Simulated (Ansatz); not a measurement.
Basis-set series for `C[CH2][SbH]` radical. The species carries charge 0 and has multiplicity 2. Sb: def2 effective core potential. Geometry: relaxed with PBE0-D4/def2-TZVP.

```tsv
functional	basis	functions	energy (Eh)	HOMO (eV)	LUMO (eV)
PBE0-D4	def2-TZVPP	196	-319.98719	-5.87	-2.66
PBE0-D4	def2-QZVPP	376	-319.99363	-5.88	-2.67
ωB97M-V	def2-TZVPP	196	-319.98195	-7.84	-0.98
ωB97M-V	def2-QZVPP	376	-319.98864	-7.85	-1.01
```

Question: Give the rows for def2-SVP. (An estimate is asked.)

Answer: The calculation gave: 
| functional | basis | functions | energy (Eh) | HOMO (eV) | LUMO (eV) |
| --- | --- | --- | --- | --- | --- |
| PBE0-D4 | def2-SVP | 84 | -319.89092 | -5.82 | -2.58 |
| ωB97M-V | def2-SVP | 84 | -319.87847 | -7.77 | -0.77 |

HOMO and LUMO are taken over both spins.

All numbers were calculated with Ansatz.
